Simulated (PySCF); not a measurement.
**Dipole response of Ni²⁺ (nickel, charge +2)**

[Ar] 3d7 4s1, high-spin 5F determinant (an excited configuration). All numbers are calculated (PySCF 2.14, no relativity, point nucleus, in aug-cc-pVDZ (7s6p4d2f, 59 functions)). Coupled (time-dependent) response in atomic units; α is the mean over directions. A double-zeta set is small for polarisabilities.

```json
{"method": "UHF", "mean α (bohr³)": "17.27", "C₆ (like pair)": "63.43", "S(−4)": "284.3"}
{"method": "PBE", "mean α (bohr³)": "13.10", "C₆ (like pair)": "45.95", "S(−4)": "147.8"}
{"method": "PBE0", "mean α (bohr³)": "13.97", "C₆ (like pair)": "49.37", "S(−4)": "172.8"}
{"method": "M06", "mean α (bohr³)": "11.92", "C₆ (like pair)": "40.41", "S(−4)": "122.8"}
```

S(−4) is the Cauchy moment in α(ω) = α(0) + S(−4) ω² + …

α(iu) at UHF:

```json
{"u (hartree)": "0", "α(iu) (bohr³)": "17.27"}
{"u (hartree)": "0.0500", "α(iu) (bohr³)": "16.59"}
{"u (hartree)": "0.100", "α(iu) (bohr³)": "14.86"}
{"u (hartree)": "0.200", "α(iu) (bohr³)": "10.69"}
{"u (hartree)": "0.300", "α(iu) (bohr³)": "7.569"}
{"u (hartree)": "0.500", "α(iu) (bohr³)": "4.385"}
{"u (hartree)": "0.750", "α(iu) (bohr³)": "2.812"}
{"u (hartree)": "1.00", "α(iu) (bohr³)": "2.083"}
{"u (hartree)": "1.50", "α(iu) (bohr³)": "1.382"}
{"u (hartree)": "2.00", "α(iu) (bohr³)": "1.024"}
{"u (hartree)": "3.00", "α(iu) (bohr³)": "0.6482"}
{"u (hartree)": "5.00", "α(iu) (bohr³)": "0.3351"}
```

A single London oscillator, α(iu) = α/(1 + u²/ω²), gives C₆ = (3/4) ω α². Matching the computed C₆ needs ω = 4 × 63.43 / (3 × 17.27²) = 0.284 hartree.

For an ion, C₆ is the dispersion term alone; charge-induced terms of lower order in 1/R come first.
